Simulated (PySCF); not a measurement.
**Correlation energy of Hg⁺ (mercury, charge +1)**

[Xe] 4f14 5d10 6p1, 2P determinant (an excited configuration). Calculation: PySCF 2.14, in x2c-TZVPPall (11s7p7d3f1g, 97 functions); the spin-free X2C one-electron Hamiltonian (Gaussian nucleus). Frozen: [Xe] 4f14; 11 electrons correlated.

MP2 pair energies summed by pair of shells (mhartree):

| pair | energy | share (%) |
| --- | --- | --- |
| 5d-5d | -302.65 | 91.1 |
| 5d-6p | -29.56 | 8.9 |

Total MP2 correlation energy: -332.21 mhartree.

Same-spin part -117.65 and opposite-spin part -214.56 mhartree; SCS-MP2 scales them by 1/3 and 6/5 to -296.69 mhartree.

The basis was made for the ground configuration and has no added diffuse functions, which can raise the energy of the promoted electron.
